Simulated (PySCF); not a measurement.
## Excitation energy of K by level of theory

K [Ar] 4s1 (2S) → K [Ar] 3d1 (2D), as a difference of total energies. Computed with PySCF 2.14 in def2-QZVPPD (11s6p4d3f, 70 functions), with no relativity, point nucleus. Correlated levels: valence and next inner shell: [Ne] frozen. The calculations carry no spin-orbit coupling.

```
                                method  excitation energy (cm⁻¹)
                                   UHF                     26728
    MP2 (valence and next inner shell)                     27320
SCS-MP2 (valence and next inner shell)                     27240
   CCSD (valence and next inner shell)                     27292
CCSD(T) (valence and next inner shell)                     27361
```

These non-relativistic numbers lack the scalar-relativistic shift.

Errors of the correlated levels include the incompleteness of this basis and the frozen core.

For comparison: 21536 cm⁻¹ (measured; NIST levels, between the centres of gravity of the two terms).
